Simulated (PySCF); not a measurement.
Run record: excited-state job, W(NH)2(OH)2, `[NH]=[W](=[NH])([OH])[OH]`.

Computed with TDDFT B3LYP/def2-SVPD, vertical, gas phase, core orbitals frozen in the response, def2 core potentials past Kr (PySCF 2.14.0, density-fitted response routines). Geometry: PBE0-D3(BJ)/def2-SVP. A driver script takes a list of jobs; this job's settings line and coordinates (Å) are shown.

Input:
```
{"job": {"kind": "uv", "xc": "B3LYP", "basis": "def2-SVPD", "ip": true, "nstates": 10}, "charge": 0, "multiplicity": 1}
W     -0.118957    -0.020328    -0.064436
N      0.015228     0.446466     1.616621
H      0.474876     0.664172     2.493823
N      1.453998    -0.190102    -0.812872
H      2.465226    -0.161969    -0.882042
O     -1.059159     1.351061    -0.994267
H     -1.542211     2.045998    -0.535721
O     -0.996229    -1.710416    -0.125876
H     -0.692761    -2.424882    -0.695230
```

Output:
```
coarse grid: 39424 points
cycle   1  E = -329.0397629395  dE = -1.212e+01  |g| = 1.395e+00  |ddm| = 7.898e+00
cycle   2  E = -327.6678974478  dE =  1.372e+00  |g| = 2.931e+00  |ddm| = 4.208e+00
cycle   3  E = -329.3239199645  dE = -1.656e+00  |g| = 6.322e-01  |ddm| = 3.139e+00
cycle   4  E = -329.4148953249  dE = -9.098e-02  |g| = 2.210e-01  |ddm| = 8.322e-01
cycle   5  E = -329.4233732631  dE = -8.478e-03  |g| = 1.023e-01  |ddm| = 2.463e-01
cycle   6  E = -329.4256820152  dE = -2.309e-03  |g| = 4.537e-03  |ddm| = 1.057e-01
cycle   7  E = -329.4256860483  dE = -4.033e-06  |g| = 8.197e-04  |ddm| = 4.767e-03
final grid: 81480 points
cycle   8  E = -329.4257062945  dE =  3.478e-07  |g| = 1.623e-03  |ddm| = 6.037e-03
cycle   9  E = -329.4257020845  dE =  4.210e-06  |g| = 4.685e-03  |ddm| = 5.528e-03
cycle  10  E = -329.4257068087  dE = -4.724e-06  |g| = 4.514e-04  |ddm| = 4.280e-03
cycle  11  E = -329.4257068487  dE = -4.005e-08  |g| = 1.161e-04  |ddm| = 4.434e-04
cycle  12  E = -329.4257068514  dE = -2.632e-09  |g| = 2.542e-05  |ddm| = 1.138e-04
cycle  13  E = -329.4257068515  dE = -1.210e-10  |g| = 1.102e-05  |ddm| = 3.373e-05
converged SCF energy = -329.4257068515

Static polarisability (au): isotropic 65.813, principal 59.703 63.796 73.938

Singlet excitations
state   eV       nm        f      main configurations
  1   4.8786    254.1   0.00318   H->L 0.83, H->L+1 0.08
  2   5.1808    239.3   0.00520   H->L+1 0.70, H-1->L 0.13, H-1->L+1 0.09
  3   5.3554    231.5   0.01012   H-1->L 0.51, H-1->L+1 0.43
  4   5.6172    220.7   0.00046   H-2->L 0.92
  5   5.7360    216.2   0.00624   H->L+2 0.37, H-1->L+1 0.23, H->L+1 0.12
  6   5.9263    209.2   0.00124   H->L+3 0.44, H-2->L+1 0.27, H-3->L 0.16
  7   6.1245    202.4   0.06453   H->L+2 0.53, H->L+4 0.12, H-1->L+1 0.12
  8   6.1516    201.5   0.00185   H->L+3 0.42, H-2->L+1 0.37, H-3->L+1 0.09
  9   6.1768    200.7   0.00085   H-3->L+1 0.46, H-3->L 0.34, H-1->L+3 0.08
 10   6.2659    197.9   0.01812   H-1->L+2 0.80, H-1->L+4 0.11

Triplet excitations (Tamm-Dancoff, eV): 4.4855 4.6391 4.7519 5.0053
Vertical ionisation energy (delta-SCF) = 9.5573 eV
```

The SCF starts on a coarse grid where the log names one; the energy can jump when the final grid takes over, and dE then counts from the start density on the new grid. H and L stand for HOMO and LUMO; the number after each pair is its weight.

Q: Give the mean polarisability as a volume in Å³, and the ratio of the largest to the smallest principal value.

A: 65.813 au × 0.148185 = 9.75 Å³; 73.938/59.703 = 1.24.

Q: Give S1 in cm⁻¹ and kJ/mol.

A: 4.8786 eV × 8065.54 = 39349 cm⁻¹; × 96.485 = 470.7 kJ/mol.

In short: HOMO -7.40 eV, LUMO -1.12 eV; lowest singlet 4.88 eV; lowest triplet 4.49 eV (Tamm–Dancoff); mean polarisability 65.8 au.

Atoms past krypton carry effective core potentials; spin–orbit coupling is left out.

Hardware: one thread, x86-64 server, shared host. Cost: 94 s wall.
Labels such as C1 count atoms from 1, the log's own numbers from 0.
